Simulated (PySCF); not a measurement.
Potential energy of GaP along the bond

Set-up: basis Ga cc-pVTZ-PP with ECP10, P cc-pV(T+d)Z; scalar-relativistic core potentials; PySCF 2.14. Energies in eV from Ga + P in their ground configurations at the same level. All curves are PBE0. state 1: ³Σ⁻ (triplet), unpaired electrons π ↑↑; state 2: ³Π (triplet), unpaired electrons σ ↑, π ↑, a second solution, started from another occupation; state 3: Ms = 0 determinant of mixed spin (⟨S²⟩ near 1.0), unpaired electrons σ ↓, π ↑, a second solution, started from another occupation; state 4: Ms = 0 determinant of mixed spin (⟨S²⟩ near 1.0), unpaired electrons π ↑↓, a mixture of terms (⟨Lz²⟩ = 2.0), a second solution, started from another occupation.

| R (Å) | state 1 | state 2 | state 3 | state 4 |
| --- | --- | --- | --- | --- |
| 2.121 | -1.544 | -1.960 | -1.797 | -1.246 |
| 2.219 | -1.876 | -2.036 | -1.861 | -1.579 |
| 2.318 | -2.056 | -2.005 | -1.815 | -1.760 |
| 2.392 | -2.119 | -1.937 | -1.735 | -1.823 |
| 2.466 | -2.135 | -1.842 | -1.630 | -1.838 |
| 2.540 | -2.116 | -1.730 | -1.508 | -1.818 |
| 2.639 | -2.048 | -1.565 | -1.332 | -1.748 |
| 2.762 | -1.919 | -1.346 | -1.100 | -1.615 |
| 2.910 | -1.723 | -1.083 | -0.824 | -1.414 |
| 3.107 | -1.434 | -0.768 | -0.476 | -1.114 |

Put a parabola through the three lowest points of the state 1 curve and estimate Re, k and ωe (reduced mass 21.37 u; 1 eV/Å² = 0.16022 mdyn/Å; ωe = 1302.8·√(k/μ) cm⁻¹).

Through R = 2.392, 2.466, 2.54 Å the second-order coefficient is 3.20 eV/Å², so Re ≈ 2.463 Å, k ≈ 1.02 mdyn/Å and ωe ≈ 285 cm⁻¹. A polynomial fit of higher order to the unrounded PBE0 energies gives Re = 2.459 Å, k = 1.07 mdyn/Å, ωe = 291 cm⁻¹; anharmonicity and rounding make the difference.

The higher-order fit for each curve: state 1: Re = 2.459 Å, ωe = 291 cm⁻¹, De = 2.14 eV; state 2: Re = 2.234 Å, ωe = 359 cm⁻¹, minimum 2.04 eV below the ground-state fragments; state 3: Re = 2.220 Å, ωe = 374 cm⁻¹, minimum 1.86 eV below the ground-state fragments; state 4: Re = 2.458 Å, ωe = 293 cm⁻¹, minimum 1.84 eV below the ground-state fragments.

⟨S²⟩ of the unrestricted solution departs from its pure value on part of the curve, where spin states mix. Spin–orbit coupling is left out. The state was picked by a PBE0 search and need not be the measured ground state.
